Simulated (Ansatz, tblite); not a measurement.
Forces on (H2Ga-mu-H)3 (Ga3H9) at its PBE-D4/def2-SVP geometry. The state is a singlet with charge 0.

The xTB rows come from tblite.

GFN1-xTB (tblite), largest force 0.46 eV/Å:

```xyz
12
positions Å, forces eV/Å
Ga    1.070   -0.842    1.167    0.001   -0.142    0.250
H     0.657   -1.644    2.450    0.341    0.164   -0.265
H     2.466   -0.593    0.500   -0.276   -0.179    0.272
H     0.001   -1.486   -0.024    0.143    0.011   -0.089
Ga   -0.419   -0.790   -1.546   -0.042   -0.080   -0.152
H    -1.936   -1.158   -1.688    0.401    0.069   -0.179
H     0.796   -0.991   -2.517   -0.416   -0.094    0.128
H    -0.315    0.886   -1.147   -0.162   -0.044    0.020
Ga   -0.653    1.629    0.373    0.069    0.274    0.018
H     0.077    3.010    0.235   -0.378   -0.230    0.130
H    -2.119    1.264    0.791    0.320    0.259   -0.114
H     0.375    0.715    1.407   -0.002   -0.009   -0.018
```

GFN2-xTB (tblite), largest force 0.34 eV/Å:

```
Ga -0.102 -0.025 -0.016
H 0.313 0.074 -0.108
H -0.169 -0.146 0.143
H 0.011 -0.094 -0.007
Ga 0.029 0.054 0.109
H 0.228 0.071 -0.190
H -0.266 -0.140 0.052
H -0.031 0.054 -0.072
Ga 0.078 -0.021 -0.067
H -0.307 -0.061 0.129
H 0.178 0.164 -0.110
H 0.038 0.069 0.137
```

r2SCAN-D4/def2-TZVP (Ansatz), largest force 0.27 eV/Å:

```
Ga -0.010 0.000 0.004
H 0.087 0.131 -0.212
H -0.227 -0.051 0.119
H 0.056 0.135 -0.026
Ga 0.001 0.001 0.007
H 0.262 0.063 0.003
H -0.219 0.021 0.157
H -0.033 -0.089 0.111
Ga 0.009 0.000 -0.001
H -0.137 -0.222 0.028
H 0.240 0.074 -0.072
H -0.029 -0.061 -0.117
```
